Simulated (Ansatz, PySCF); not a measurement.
B (SMILES [B-]), charge -1, triplet (in this run its highest filled SCF level lies above zero, so its values depend strongly on the basis, on diffuse functions most of all). Base run: PySCF with PBE0/STO-3G.

Geometry (Å):
```xyz
1

B      0.0000     0.0000     0.0000
```
Charge -1, spin multiplicity 3.
Orbitals are unrestricted.
All else is at PySCF's defaults.

The same geometry, method and basis name were run in Ansatz (a quantum-chemistry and plane-wave program) and PySCF, at each program's defaults and at the settings that a row names. The base is PySCF at its defaults. Differences at the defaults can come from grids, fitting, cores and function types together.

```json
[
 {"code and settings": "PySCF, defaults (exact integrals, its default grid, spherical functions)", "ΔE vs base (µEh)": "0.0", "basis functions": "5", "E (Eh)": "-23.96938", "SCF cycles": "2"},
 {"code and settings": "Ansatz, defaults (factorised integrals, its default grid, spherical functions)", "ΔE vs base (µEh)": "-0.1", "basis functions": "5", "E (Eh)": "-23.96938", "SCF cycles": "-"},
 {"code and settings": "PySCF, density fitting with def2-universal-jkfit", "ΔE vs base (µEh)": "-226", "basis functions": "5", "E (Eh)": "-23.96960", "SCF cycles": "2"},
 {"code and settings": "PySCF, fine grid", "ΔE vs base (µEh)": "0.0", "basis functions": "5", "E (Eh)": "-23.96938", "SCF cycles": "2"},
 {"code and settings": "Ansatz, high accuracy", "ΔE vs base (µEh)": "-0.1", "basis functions": "5", "E (Eh)": "-23.96938", "SCF cycles": "-"}
]
```

Open shells are given as the SCF converged; they aren't shown to be the lowest states, and a large step between rows can be another state.
